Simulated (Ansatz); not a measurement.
Consider the homolysis of the Al–O bond: `C[O][Al]([F])[Br]` → `[F][Al][Br]`• + `C[O]`•.

Calculated with Ansatz (gas phase, PBE0-D4/def2-TZVP geometries, no zero-point term in ΔE). CCSD(T)/CBS adds triple-zeta CCSD(T) − MP2 to the extrapolated MP2 energy (def2 sets, frozen cores). Open shells (•) are unrestricted, without spin–orbit coupling. For Br outer-core shells are correlated without core-valence functions, which leaves a few kJ/mol of doubt a bond. Scalar relativity is left out up to krypton. Each species was taken in one conformer, which may not be the lowest.

| species | CCSD(T)/CBS(def2) energy (Eh) |
| --- | --- |
| `C[O][Al]([F])[Br]` | -3030.35080 |
| `[F][Al][Br]`• | -2915.22534 |
| `C[O]`• | -114.93517 |

Problem. Work out ΔE.

Solution. ΔE = (-2915.22534) + (-114.93517) − (-3030.35080) = 0.19029 Eh = +499.6 kJ/mol.

Largest T1 diagnostic among the species: 0.019.

At CCSD(T), def2-SVP lies −25.3 kJ/mol from the extrapolated value and def2-TZVPP −13.0 kJ/mol: correlation converges slowly with the basis, and small sets miss more of it in the bonded molecule than in its fragments. From BLYP to BHLYP (50 % exact exchange), in def2-TZVPP and without D4, ΔE moves by +16.9 kJ/mol.
